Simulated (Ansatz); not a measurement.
`BrCCBr` + BH₃ → `BCCBr` + HBr  (formal exchange of groups at a C–Br bond)

Gas-phase electronic energies from Ansatz, PBE0-D4/def2-TZVP geometries. CCSD(T)/CBS adds triple-zeta CCSD(T) − MP2 to the extrapolated MP2 energy (def2 sets, frozen cores). This one scheme is used for every species. Functionals use def2-TZVPP. For Br outer-core shells are correlated without core-valence functions, which leaves a few kJ/mol of doubt a bond. Scalar relativity is left out up to krypton. Each species was taken in one conformer, which may not be the lowest.

```json
{"species": "`BrCCBr`", "ωB97X-V energy (Eh)": "-5226.47426"}
{"species": "BH₃", "ωB97X-V energy (Eh)": "-26.60584"}
{"species": "`BCCBr`", "ωB97X-V energy (Eh)": "-2678.58111"}
{"species": "HBr", "ωB97X-V energy (Eh)": "-2574.52140"}
```

Task: Work out ΔE.

Result: ΔE = (-2678.58111) + (-2574.52140) − (-5226.47426) − (-26.60584) = -0.02241 Eh = -58.8 kJ/mol. CCSD(T)/CBS gives -56.8 kJ/mol.

Largest T1 diagnostic among the species: 0.008.
